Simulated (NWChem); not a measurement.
C₂H₃ClCuN; SMILES C(#[N]->[Cu][Cl])C

Not confirmed as a minimum by frequencies.

Q: Give the equilibrium geometry at PBE-D3(BJ)/def2-SVP (NWChem) as an XYZ file, with the point group.

A: point group C3v; any orientation.
```
8

Cu     0.2731     0.3041    -0.4356
Cl     1.2239     1.3746    -1.9618
C     -1.7484    -1.9568     2.7974
C     -1.0857    -1.2184     1.7399
N     -0.5503    -0.6202     0.8840
H     -1.7405    -1.3722     3.7399
H     -1.2326    -2.9219     2.9771
H     -2.8017    -2.1661     2.5204
```
